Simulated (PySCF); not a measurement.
A calculated (PBEsol, PySCF 2.14, aug-cc-pwCVQZ, no relativity, point nucleus) atom or ion has these occupied shells.

| shell | electrons | orbital energy (eV) | rms radius, mean of both spins (bohr) |
| --- | --- | --- | --- |
| 1s α | 1 | -2419.8 | 0.113 |
| 1s β | 1 | -2419.4 | 0.113 |
| 2s α | 1 | -235.64 | 0.525 |
| 2s β | 1 | -235.29 | 0.525 |
| 2p α | 3 | -182.12 | 0.495 |
| 2p β | 3 | -181.63 | 0.495 |
| 3s α | 1 | -40.100 | 1.70 |
| 3s β | 1 | -37.570 | 1.70 |
| 3p α | 2 | -28.866 | 1.89 |

Q: Name the element and its charge.

A: S²⁺ (sulfur, charge +2), in [Ne] 3s2 3p2, high-spin 3P determinant.
